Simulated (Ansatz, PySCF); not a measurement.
CH3Si, SMILES C=[SiH], multiplicity 2. Atoms are numbered in the order given.

```xyz
5

C     -1.0585     0.3116     0.1267
Si     0.5289    -0.3087     0.1066
H     -1.9448    -0.3103     0.1372
H     -1.2275     1.3855     0.1295
H      1.7206     0.5962     0.0924
```
Charge 0, spin multiplicity 2.

Geometry optimised at PBE0-D3(BJ)/def2-TZVP. The isomer is the one that the SMILES or the coordinates give; other isomers of the formula were not compared.

Two levels are set side by side: PBE-D3(BJ)/def2-TZVP (Ansatz, a program for electronic structure) and PBE0-D3(BJ)/def2-TZVP (PySCF). Each level has its own optimised geometry; the coordinates shown are those of the second. Frequencies come from the Hessian of PySCF at each geometry. Differences are taken from unrounded values.

```json
[
 {"quantity": "mean bond length (Å)", "PBE0-D3(BJ)": "1.343"},
 {"quantity": "bond C1–Si2 (Å)", "PBE0-D3(BJ)": "1.704"},
 {"quantity": "bond C1–H3 (Å)", "PBE0-D3(BJ)": "1.083"},
 {"quantity": "bond C1–H4 (Å)", "PBE0-D3(BJ)": "1.087"},
 {"quantity": "bond Si2–H5 (Å)", "PBE0-D3(BJ)": "1.496"},
 {"quantity": "highest harmonic wavenumber (cm⁻¹)", "PBE0-D3(BJ)": "3252"},
 {"quantity": "mean harmonic wavenumber (cm⁻¹)", "PBE0-D3(BJ)": "1484"},
 {"quantity": "zero-point energy (kcal/mol)", "PBE0-D3(BJ)": "19.09"}
]
```

### Question
What does PBE-D3(BJ) give, and how far is it from PBE0-D3(BJ)? (Estimate from the structure and the level; the computed values follow.)

### Answer

```json
[
 {"quantity": "mean bond length (Å)", "PBE-D3(BJ)": "1.353", "PBE-D3(BJ) minus PBE0-D3(BJ)": "0.010"},
 {"quantity": "bond C1–Si2 (Å)", "PBE-D3(BJ)": "1.718", "PBE-D3(BJ) minus PBE0-D3(BJ)": "0.013"},
 {"quantity": "bond C1–H3 (Å)", "PBE-D3(BJ)": "1.090", "PBE-D3(BJ) minus PBE0-D3(BJ)": "0.007"},
 {"quantity": "bond C1–H4 (Å)", "PBE-D3(BJ)": "1.095", "PBE-D3(BJ) minus PBE0-D3(BJ)": "0.008"},
 {"quantity": "bond Si2–H5 (Å)", "PBE-D3(BJ)": "1.509", "PBE-D3(BJ) minus PBE0-D3(BJ)": "0.012"},
 {"quantity": "highest harmonic wavenumber (cm⁻¹)", "PBE-D3(BJ)": "3169", "PBE-D3(BJ) minus PBE0-D3(BJ)": "-83"},
 {"quantity": "mean harmonic wavenumber (cm⁻¹)", "PBE-D3(BJ)": "1420", "PBE-D3(BJ) minus PBE0-D3(BJ)": "-64"},
 {"quantity": "zero-point energy (kcal/mol)", "PBE-D3(BJ)": "18.27", "PBE-D3(BJ) minus PBE0-D3(BJ)": "-0.83"}
]
```

Exact exchange shortens and stiffens bonds; PBE has none. Differences between two approximate levels are no errors against the true value.
